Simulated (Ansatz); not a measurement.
C2H8BNSi, SMILES `CN1B[SiH]1C`, relaxed with RKS PBE0-D4/def2-TZVP in the Gaussian-basis code of Ansatz from a PBE-D4/def2-SVP geometry. The force threshold is 0.005 eV/Å; the program also tests the step.

Charge 0, multiplicity 1.

Start:

```xyz
13

C    -1.239    1.626    0.178
N    -0.390    0.673   -0.499
B     0.483    0.608   -1.576
Si    0.198   -1.033   -0.567
C     1.187   -1.625    0.930
H    -2.300    1.300    0.146
H    -1.166    2.629   -0.292
H    -0.957    1.719    1.248
H     0.897    1.390   -2.403
H    -0.903   -2.018   -0.874
H     0.526   -1.844    1.794
H     1.731   -2.559    0.680
H     1.933   -0.865    1.234
```

(1) By how much does the energy fall, and how many steps does the optimiser take? (Estimate.)

(2) Which bonds change most? (Best estimate.)

(3) Give the relaxed structure. (An estimate is asked.)

Results:

(1) Computed: 1.60 kcal/mol, in 5 steps, 1 of them rejected.

(2) The calculation gave: N2–Si4 from 1.806 to 1.759 Å; B3–Si4 from 1.948 to 1.922 Å; Si4–C5 from 1.889 to 1.868 Å; B3–H9 from 1.211 to 1.190 Å.

(3) Ansatz gave: 
```xyz
13

C    -1.231    1.616    0.171
N    -0.390    0.653   -0.485
B     0.479    0.599   -1.554
Si    0.186   -1.008   -0.542
C     1.178   -1.614    0.921
H    -2.277    1.297    0.138
H    -1.148    2.592   -0.312
H    -0.950    1.722    1.223
H     0.870    1.389   -2.354
H    -0.879   -2.001   -0.863
H     0.534   -1.837    1.776
H     1.707   -2.535    0.658
H     1.920   -0.872    1.223
```
